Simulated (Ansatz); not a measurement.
Born–Oppenheimer molecular dynamics of ClF4H2OTa (9 atoms, charge 0, multiplicity 1). It starts at the highest image of a converged band, a first-order saddle point between two minima.

Method: Ansatz, RKS revPBE/def2-SVP.

| Item | Value |
| --- | --- |
| ensemble | NVE (velocity Verlet) |
| time step | 0.5 fs |
| steps asked | 200 |
| starting velocities drawn for | 300 K |
| seed | 8513 |

First frame:

```xyz
9
Properties=species:S:1:pos:R:3
Ta -0.034 -0.268 0.124
Cl 2.509 0.428 0.373
F -0.071 0.040 2.007
F 0.432 -0.692 -1.668
F -0.614 1.466 -0.294
O -1.605 -1.298 0.149
H -2.228 -1.675 0.796
F 1.265 -1.877 0.633
H 2.141 -1.070 0.608
```

(1) How far do the bonds stretch over the last three quarters of this one trajectory? (Pairs bonded in most of those frames.)

Answers

(1) 
| bond | mean (Å) | spread (Å) | shortest | longest |
| --- | --- | --- | --- | --- |
| Ta1–Cl2 | 2.919 | 0.184 | 2.68 | 3.28 |
| Ta1–F3 | 1.924 | 0.009 | 1.91 | 1.94 |
| Ta1–F4 | 1.900 | 0.020 | 1.88 | 1.94 |
| Ta1–F5 | 1.907 | 0.020 | 1.88 | 1.94 |
| Ta1–O6 | 1.892 | 0.017 | 1.87 | 1.92 |
| Ta1–F8 | 1.962 | 0.078 | 1.86 | 2.12 |
| Cl2–H9 | 1.333 | 0.047 | 1.27 | 1.44 |
| O6–H7 | 0.977 | 0.016 | 0.95 | 1.00 |

Pairs bonded in part of these frames only: Ta1–H7 7 %.

Mean temperature of the second half: 514 K. The conserved energy stayed within 0.061 meV per atom of its start (net change 0.061 meV per atom), so the integration is sound. The kinetic energy rose, since the run started high on the potential surface and went downhill. A run of 0.1 ps of so small a system gives no equilibrium averages. The orbitals stay closed-shell, which can raise the energy where a bond breaks towards radicals; this wasn't checked here.

Run time: 5.3 min on 4 threads of Intel(R) Xeon(R) Platinum 8259CL CPU @ 2.50GHz (Skylake/Cascade Lake) (shared host), peak memory 0.22 GiB.
